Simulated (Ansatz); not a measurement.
A nudged elastic band was laid between two geometries of CH$_{10}$Ge$_{2}$Si (14 atoms, charge 0, multiplicity 1).

Method: Ansatz 0.2.0, RHF/def2-mTZVP.

```
movable images  : 5
climbing image  : yes
spring          : 5.0 eV/Å²
optimiser       : quadratic models (default)
start path      : through a guess of the saddle point
force threshold : 0.03 eV/Å
iteration limit : 60
end points      : relaxed
```

Image 0:

```xyz
14
Properties=species:S:1:pos:R:3
C -1.493 1.815 -0.159
Ge -0.646 0.759 1.274
Ge 1.364 -0.417 0.476
Si 0.890 -2.030 -1.249
H -1.804 1.179 -0.978
H -0.806 2.556 -0.548
H -2.367 2.330 0.217
H -1.652 -0.278 1.814
H -0.260 1.686 2.443
H 2.371 0.616 -0.069
H 2.042 -1.134 1.661
H -0.065 -3.041 -0.753
H 0.289 -1.355 -2.418
H 2.124 -2.715 -1.682
```

Image 6:

```xyz
14
Properties=species:S:1:pos:R:3
C -1.187 2.482 0.668
Ge -1.112 0.524 0.467
Ge 1.083 -0.236 -0.347
Si 1.194 -2.611 -0.738
H -1.004 2.973 -0.279
H -0.444 2.826 1.376
H -2.162 2.788 1.024
H -2.200 0.060 -0.522
H -1.404 -0.151 1.822
H 1.417 0.502 -1.660
H 2.167 0.157 0.677
H 0.919 -3.345 0.513
H 0.188 -3.003 -1.745
H 2.532 -2.994 -1.229
```

Which bonds break or form, and what moves?

No bond is made or broken. The dihedral C1–Ge2–Ge3–Si4 goes from -63 to -177°.

Give the energies along the band, and the barrier.

The run converged. The highest image is number 3 of 0 to 6, 2.3 kJ/mol above the first end and 2.8 kJ/mol above the last; the last end lies 0.4 kJ/mol below the first. A vibrational analysis at the climbing image gives no mode beyond 40i cm⁻¹: the surface is too flat there to confirm a saddle point.

| image | path coordinate (Å) | energy (kJ/mol) | dihedral C1–Ge2–Ge3–Si4 (°) |
| --- | --- | --- | --- |
| 0 | 0.00 | 0.0 | -63 |
| 1 | 1.06 | 0.5 | -81 |
| 2 | 2.13 | 1.7 | -100 |
| 3 | 3.19 | 2.3 | -119 |
| 4 | 4.23 | 1.7 | -138 |
| 5 | 5.28 | 0.4 | -157 |
| 6 | 6.32 | -0.4 | -177 |

What is the geometry of the highest image?


```xyz
14
Properties=species:S:1:pos:R:3
C -1.336 2.309 0.132
Ge -0.872 0.583 0.963
Ge 1.268 -0.305 0.106
Si 1.008 -2.439 -0.980
H -1.421 2.208 -0.942
H -0.579 3.053 0.344
H -2.282 2.668 0.515
H -1.988 -0.440 0.673
H -0.787 0.747 2.493
H 1.862 0.699 -0.903
H 2.282 -0.440 1.258
H 0.510 -3.440 -0.016
H 0.030 -2.320 -2.080
H 2.291 -2.911 -1.536
```

Run time: 2 min on 2 threads of Intel(R) Xeon(R) Platinum 8488C (Sapphire Rapids), with other jobs on the host, peak memory 0.42 GiB.
